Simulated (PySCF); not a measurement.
Computed XPS line lists of a few unrelated compounds.

Method used: delta-SCF UKS SCAN, pcX-2 on the ionised atom, pcseg-1 elsewhere, spin-free X2C in PySCF 2.14.0. Geometries: GFN2-xTB; isolated species, one conformer each.

Line lists (1s up to Mg, 2p3/2 beyond; areas count atoms within a level, one atom standing for each set equivalent by bonding):
1. P 2p3/2: 146.39 eV
2. C 1s: 290.14 (area 1), 290.91 (area 1), 291.03 (area 1), 292.26 (area 1) eV; N 1s: 406.60 eV; F 1s: 692.79 eV
3. C 1s: 291.04 (area 1), 291.19 (area 1), 291.50 (area 1), 292.98 (area 1) eV; N 1s: 405.16 eV; P 2p3/2: 136.36 eV; Cl 2p3/2: 206.28 eV

Structures:
A. `Fc1cc[nH]c1`
B. `Clc1ccpcn1`
C. `[PH4+]`

Match each list to its structure.

- 1 = C: no other candidate has this set of levels. P 2p3/2: 146.39 phosphonium phosphorus.
- 2 = A: no other candidate has this set of levels. C 1s: 290.14 aromatic CH carbon, 290.91 aromatic CH next to a ring nitrogen, 291.03 aromatic CH next to a ring nitrogen, 292.26 aromatic C–F carbon; N 1s: 406.60 pyrrole-type nitrogen; F 1s: 692.79 aryl fluorine.
- 3 = B: no other candidate has this set of levels. C 1s: 291.04 aromatic CH carbon, 291.19 aromatic CH carbon, 291.50 aromatic CH next to a ring nitrogen, 292.98 aromatic C–Cl carbon; N 1s: 405.16 pyridine-type nitrogen; P 2p3/2: 136.36 phosphorus bonded to 2 C; Cl 2p3/2: 206.28 aryl chlorine.

Spin–orbit coupling isn't in the SCF: each 2p doublet comes from a relaxed spin-free hole plus a matrix of the shell (mean-field spin–orbit coupling and the ground-state 2p splitting), with 2p3/2 averaged over its two sublevels. 1 of these hole states is spin-contaminated (⟨S²⟩ 0.85, against 0.75; counted from 0.85) and less certain.
